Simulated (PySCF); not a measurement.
Species: C₇H₁₂N (doublet state).
Cartesian coordinates in Å at the GFN2-xTB level; atoms count from 1:
```
atom  x, y, z in Å
C1     2.5610   -0.1651   -0.5936
N2     1.2352   -0.0193   -1.1650
C3     0.1731   -0.0897   -0.2132
C4    -0.0323    1.0166    0.8220
C5    -1.4907    1.0147    1.0775
C6    -2.2508    0.1800    0.1167
C7    -1.1854   -0.6002   -0.6227
C8    -0.2822   -1.4516    0.2232
H9     2.5987   -1.1082   -0.0495
H10    2.8413    0.6445    0.0956
H11    3.2879   -0.1996   -1.4043
H12    1.1757    0.8446   -1.6968
H13    0.3096    1.9828    0.4156
H14    0.5485    0.8459    1.7374
H15   -1.9557    1.6024    1.8459
H16   -2.9727   -0.4751    0.6210
H17   -2.8340    0.7967   -0.5840
H18   -1.3790   -0.9077   -1.6388
H19    0.1840   -2.3007   -0.2516
H20   -0.5373   -1.6002    1.2618
```

The hyperfine couplings belong to this conformer and change with its torsions.

As a line formula: `CN[C@@]12C[CH]C[C@@H]1C2` [radical].

Level of theory: UKS B3LYP, pcH-1 on C H N, non-relativistic, mean-field spin-orbit, GIAO in PySCF. Isolated species at its GFN2-xTB geometry (one conformer only). Couplings are sensitive to structure, and on GFN2-xTB geometries they can be far from those on DFT ones. No stability test was run, so a lower SCF solution isn't excluded.

Give the principal g shifts and their parts.

```tsv
Δg (ppm)	1	2	3
relativistic mass correction	-135	-135	-135
gauge correction	2	22	21
orbital Zeeman/spin–orbit	7	599	789
total	-126	486	674
```

So g = 2.00219, 2.00280, 2.00299 and g_iso = 2.00266; the tensor is rhombic: the two nearest values differ by 24 % of g3 − g1. Axes: g3 points within 3° of the C5–H15 bond.

At 9.522 GHz, how far is the centre of the isotropic spectrum from where a free electron (g = 2.002319) resonates?

B = hν/(g μB) with μB/h = 13.99624 MHz/mT gives 339.77 mT for the free electron and 339.71 mT at g_iso, 0.06 mT lower.

What effective moment and Curie constant follow for a powder?

With the mean of g² = 4.0107 and S(S+1) = 0.75: μ_eff = √(⟨g²⟩S(S+1)) = 1.734 μB and χT = 0.12505·⟨g²⟩·S(S+1) = 0.376 cm³ K/mol (cgs; spin-Hamiltonian part alone).

What are the electron Larmor frequencies g μB B/h along the three axes at 340 mT?

9.5279, 9.5308, 9.5317 GHz for g1, g2 and g3, a range of 3.8 MHz.

In a frozen sample, at which fields do the three g values resonate at 9.5, 34, 94 and 263 GHz (hyperfine left aside), and which band first spreads them over more than twice a line width of 0.5 mT?

```json
{"band": "X", "GHz": "9.5", "B(g3) mT": "338.87", "B(g2) mT": "338.90", "B(g1) mT": "339.00", "spread mT": "0.14"}
{"band": "Q", "GHz": "34.0", "B(g3) mT": "1212.80", "B(g2) mT": "1212.91", "B(g1) mT": "1213.28", "spread mT": "0.48"}
{"band": "W", "GHz": "94.0", "B(g3) mT": "3353.02", "B(g2) mT": "3353.34", "B(g1) mT": "3354.37", "spread mT": "1.34"}
{"band": "J", "GHz": "263.0", "B(g3) mT": "9381.34", "B(g2) mT": "9382.22", "B(g1) mT": "9385.09", "spread mT": "3.75"}
```

The spread grows in proportion to the frequency. W band is the first where it exceeds 1.0 mT.

The Mulliken spin populations are largest on C5 (+1.03), C6 (-0.09) and C4 (-0.09). No atom but C5 exceeds +0.15. The positive populations add up to 1.22 and the negative ones to -0.22, together 2S = 1. The angles at C5 add up to 359.9°, so it is planar; its axial dipolar tensor and the negative coupling of its proton fit spin in a p orbital normal to that plane.

The HOMO–LUMO gaps are 6.21 eV among the α and 4.84 eV among the β orbitals.
